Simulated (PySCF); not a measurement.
A run for PySCF: R-BP86/LANL2DZ on FHOSn (SMILES [OH][Sn][F]), a point of a bond scan (R = 2.360 Å).

```python
from pyscf import gto, scf, dft, mp
from pyscf.data.elements import chemcore

mol = gto.M(
    atom='''
    Sn    0.17128322    0.03284367    0.32223931
    F    -0.31577832    1.56596276   -1.40435801
    O    -0.67402817   -1.51488275   -0.57778587
    H    -1.06052282   -1.31710786   -1.44035232
    ''',
    basis='lanl2dz',
    ecp={'Sn': 'lanl2dz'},
    charge=0, spin=0, verbose=3, max_memory=1800)
mf = dft.RKS(mol, xc='b88,p86')
mf.conv_tol = 1e-8
mf.max_cycle = 100
mf.kernel()
if not mf.converged:
    mf = mf.newton().run(mf.mo_coeff, mf.mo_occ)
```

### Question
Give the final energy of this run.

### Answer
-179.1308 hartree.
